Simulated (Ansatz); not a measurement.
Ge(tBu)Me3 (C₇H₁₈Ge), relaxed as a singlet with RKS PBE-D4/def2-SVP in Ansatz, starting from the GFN2-xTB geometry. Force threshold 0.03 eV/Å.

Start:

```csv
atom,x (Å),y (Å),z (Å)
Ge1,-0.6928,-0.4118,-0.4501
C2,0.8392,0.4992,0.5443
C3,0.3088,1.7167,1.2907
C4,1.9029,0.9400,-0.4537
C5,1.4520,-0.4780,1.5398
H6,1.1106,2.2075,1.8430
H7,-0.1159,2.4379,0.5945
H8,-0.4649,1.4257,1.9997
H9,1.4827,1.6329,-1.1810
H10,2.3057,0.0814,-0.9879
H11,2.7253,1.4405,0.0578
H12,1.8304,-1.3612,1.0278
H13,0.7109,-0.7946,2.2717
H14,2.2814,-0.0128,2.0734
C15,-1.9894,-1.2171,0.8309
H16,-2.8469,-1.6066,0.2904
H17,-2.3487,-0.4819,1.5441
H18,-1.5384,-2.0365,1.3815
C19,-0.0072,-1.8639,-1.6298
H20,-0.8402,-2.4230,-2.0461
H21,0.6206,-2.5577,-1.0793
H22,0.5714,-1.4587,-2.4538
C23,-1.6780,0.8956,-1.5855
H24,-1.0119,1.3934,-2.2832
H25,-2.1656,1.6524,-0.9791
H26,-2.4421,0.3803,-2.1600
```

```tsv
step	energy (eV)	largest force component (eV/Å)	SCF passes
1	-64040.3037	0.869	21
2	-64040.4767	0.453	19
3 (rejected)	-64040.4714	0.542	19
4	-64040.4945	0.029	20
```

Force components are those of the run's own axes.

End:

```tsv
atom	x (Å)	y (Å)	z (Å)
Ge1	-0.696	-0.414	-0.451
C2	0.815	0.485	0.529
C3	0.268	1.706	1.285
C4	1.877	0.933	-0.490
C5	1.432	-0.513	1.522
H6	1.082	2.216	1.850
H7	-0.174	2.457	0.597
H8	-0.514	1.423	2.022
H9	1.464	1.646	-1.235
H10	2.304	0.074	-1.048
H11	2.722	1.447	0.023
H12	1.827	-1.417	1.013
H13	0.697	-0.848	2.283
H14	2.283	-0.046	2.070
C15	-1.969	-1.198	0.840
H16	-2.841	-1.627	0.306
H17	-2.338	-0.427	1.546
H18	-1.487	-2.008	1.424
C19	0.007	-1.851	-1.609
H20	-0.828	-2.407	-2.081
H21	0.613	-2.569	-1.020
H22	0.644	-1.431	-2.413
C23	-1.653	0.899	-1.573
H24	-0.957	1.393	-2.281
H25	-2.130	1.679	-0.947
H26	-2.446	0.395	-2.163
```

By distances, no bond broke or formed. The bond that changes most is Ge1–C2, from 2.04 to 2.01 Å (atoms count from 1).

No frequencies were taken in this run, so the end may be a saddle point.

Run time 13 s (4 threads of Arm Neoverse V2 on a shared host).
